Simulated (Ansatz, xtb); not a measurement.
# Relative energy of two structures of C2H5Zn

We compare X, a doublet given by its coordinates, with Y, `C[CH][ZnH]`, a doublet. Both are isolated molecules in the gas phase, relaxed with PBE0-D3(BJ)/def2-SVP.

X (Å):

```tsv
atom	x (Å)	y (Å)	z (Å)
C	0.1965	-0.8014	0.1093
C	1.0038	0.1984	0.7988
Zn	-1.4305	0.3259	0.1079
H	-2.5890	1.3477	0.2038
H	0.5122	-1.0292	-0.9199
H	1.0705	0.2230	1.8899
H	0.0238	-1.7318	0.6709
H	1.5752	0.9492	0.2460
```

Close contacts (Å): C1–C2 1.46, C1–Zn3 1.98, C2–Zn3 2.53, C1–H5 1.10, C1–H7 1.10, C2–H6 1.09, C2–H8 1.09, Zn3–H4 1.55.

Y (Å):

```xyz
8

C    -1.0057    1.7115    1.3687
C    -1.6787    0.6588    2.1854
Zn   -3.2178    0.8299    3.3178
H     0.0559    1.8350    1.6602
H    -1.4782    2.7033    1.4419
H    -0.9828    1.4404    0.2950
H    -1.1951   -0.3275    2.0975
H    -4.4569    0.9518    4.2340
```

Q: Estimate E(Y) − E(X) at the level CCSD(T)/def2-SVP + ΔMP2/def2-TZVPP.

A: Too close to call at this level: CCSD(T)/def2-SVP + ΔMP2/def2-TZVPP gives E(Y) − E(X) = +3.80 kJ/mol.

How the difference moves with the method:

```json
{"level": "PBE0-D3(BJ)/def2-SVP", "geometry": "PBE0-D3(BJ)/def2-SVP", "E(Y) − E(X) (kJ/mol)": "+3.46", "departure from the last row (kJ/mol)": "−0.34", "job, with rough time for the two": "optimisation, 23 s"}
{"level": "HF/def2-SVP", "geometry": "PBE0-D3(BJ)/def2-SVP", "E(Y) − E(X) (kJ/mol)": "−19.06", "departure from the last row (kJ/mol)": "−22.86", "job, with rough time for the two": "part of the CCSD(T) run"}
{"level": "MP2/def2-SVP", "geometry": "PBE0-D3(BJ)/def2-SVP", "E(Y) − E(X) (kJ/mol)": "−0.46", "departure from the last row (kJ/mol)": "−4.26", "job, with rough time for the two": "part of the CCSD(T) run"}
{"level": "CCSD(T)/def2-SVP", "geometry": "PBE0-D3(BJ)/def2-SVP", "E(Y) − E(X) (kJ/mol)": "−2.50", "departure from the last row (kJ/mol)": "−6.30", "job, with rough time for the two": "single point"}
{"level": "CCSD(T)/def2-SVP + ΔMP2/def2-TZVPP", "geometry": "PBE0-D3(BJ)/def2-SVP", "E(Y) − E(X) (kJ/mol)": "+3.80", "departure from the last row (kJ/mol)": "", "job, with rough time for the two": "single point, 17 s"}
```

The largest departure from CCSD(T)/def2-SVP + ΔMP2/def2-TZVPP is that of HF/def2-SVP, 22.86 kJ/mol. Levels run at GFN2-xTB geometries aren't shown. The last row adds to CCSD(T) the change of the MP2 difference between the two basis sets, here +6.30 kJ/mol.

With harmonic frequencies from PBE0-D3(BJ)/def2-SVP (ideal gas, rigid rotor, one conformer each, 298.15 K, 1 atm): the zero-point term adds +2.88 kJ/mol; ΔH is +6.44 and ΔG +6.73 kJ/mol.

Open shells are spin-unrestricted. The correlated steps freeze 7 core orbitals; the last core shell of Zn is correlated, in a basis made for valence electrons. Run with Ansatz 0.2.0; the last row on 2 threads of AMD EPYC 9R45 96-Core Processor (Zen 5) on a shared host.
